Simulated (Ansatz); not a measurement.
C₃H₇BN₂ (`BC=C(N)C=N`), relaxed with RKS PBE-D4/def2-SVP in the Gaussian-basis code of Ansatz from a rough embedded geometry. The force threshold is 0.03 eV/Å; the program also tests the step.

Total charge 0; spin multiplicity 1.

Start:

```xyz
13

B    -1.690   -1.374    0.341
C    -0.243   -0.886   -0.129
C     0.268    0.320    0.124
N    -0.419    1.365    0.935
C     1.569    0.761   -0.431
N     2.091    0.259   -1.537
H    -2.441   -0.697    0.869
H    -1.937   -2.483    0.097
H     0.349   -1.608   -0.735
H    -0.030    2.249    1.051
H    -1.272    1.041    1.479
H     2.120    1.568    0.025
H     1.636   -0.514   -2.087
```

(1) By how much does the energy fall, and how many steps does the optimiser take? (Estimate.)

(2) Which bonds change most? (Estimate.)

(3) Give the relaxed structure. (Estimate.)

Answers

(1) Computed: 1.00 eV, in 12 steps.

(2) Computed: C3–N4 from 1.490 to 1.354 Å; B1–C2 from 1.598 to 1.509 Å; B1–H7 from 1.141 to 1.229 Å; C2–C3 from 1.334 to 1.395 Å.

(3) Computed: 
```xyz
13

B    -1.657   -1.399    0.325
C    -0.351   -0.882   -0.229
C     0.218    0.354    0.075
N    -0.319    1.245    0.942
C     1.506    0.824   -0.536
N     2.227    0.240   -1.413
H    -2.320   -0.724    1.110
H    -2.099   -2.490    0.016
H     0.236   -1.492   -0.939
H     0.108    2.156    1.097
H    -1.208    1.025    1.395
H     1.863    1.814   -0.165
H     1.798   -0.669   -1.679
```
